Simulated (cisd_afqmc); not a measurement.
Input (AFQMC/CISD/def2-SVP; cisd_afqmc is a phaseless AFQMC code with CISD trial states that reads the integrals written by Ansatz):

Ansatz 0.2 input:
```python
import cisd_afqmc

open("ham.yaml", "w").write("""\
crystal:
  periodic: [false, false, false]
  atoms:
    - {symbol: Te, position_ang: [-0.00000000, -0.00000000, -0.55241785]}
    - {symbol: Cl, position_ang: [0.00000000, 0.00000000, 1.68974872]}
basis:
  gaussian:
    orbitals: def2-SVP
total_charge: 1
magnetization: {spin_polarized: false}
correlation: {method: ccsd, electrons: outside_noble_gas, hamiltonian_folder: ham}
""")
rep = cisd_afqmc.ansatz("ham.yaml")
e_ccsd = rep["correlation"]["coupled_cluster"]["energy"]["hartree"]
out = cisd_afqmc.run("ham", e_ccsd, trial="CISD", walkers=200, populations=8, threads=8, dt=0.005, steps=40, early=36, settle=10, least=32,
    cut=5e-5, rank_cut=2e-4, target=0.0004, seconds=1500, seed=1, memory=17280, gpu=False)
```

Output:

```
WARN ansatz::render: the results are in doubt because among natural orbitals full CI differs from the method by -0.092 eV
orbitals 30, occupied [6], factors 162 of 491, rank of the doubles 81 of 144
E(HF) = -725.995164
E(CCSD) on the cut factors = -726.235606, shift to the whole factors -0.000004
Energy of the trial state on the determinant = -726.235611
  tau behind 10.8 of longer steps, mean of the populations' last blocks
   2.0  -726.24783
   4.0  -726.24717
   6.0  -726.24749
   8.0  -726.24879
  10.0  -726.24744
  12.0  -726.24746
  14.0  -726.24965
blocks 641 (0 outliers left out), error by blocks joined: 1: 0.00017, 2: 0.00021, 4: 0.00026, 8: 0.00032, 16: 0.00040
E(AFQMC/CISD) = -726.24855 +/- 0.00040
```

 The CCSD(T) runs of this state have a T1 diagnostic of up to 0.029. In a CCSD(T) run of this state the restricted determinant is unstable towards broken spin symmetry.

A triplet may lie lower; no result for it is given here.

The two halves of the walk average -726.24758 and -726.24951 Eh, farther apart than the printed bar allows, so the bar may be too narrow.

The run carries these doubts: large difference.
